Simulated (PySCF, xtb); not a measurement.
Cl3Si, SMILES [Si](Cl)(Cl)Cl, multiplicity 2.

Harmonic wavenumbers (cm⁻¹) from GFN2-xTB (xtb 6.7.1) at its own minimum, in rising order: 129, 129, 201, 414, 497, 497.

Question: What does PySCF with PBE0-D3(BJ)/def2-SVP give at its own minimum? (An estimate is asked for; the answer gives what the named calculation found.)

Answer: 161, 161, 235, 479, 599, 599. Paired by order, the mean absolute difference is 61 cm⁻¹ and the zero-point energies are 2.7 and 3.2 kcal/mol.
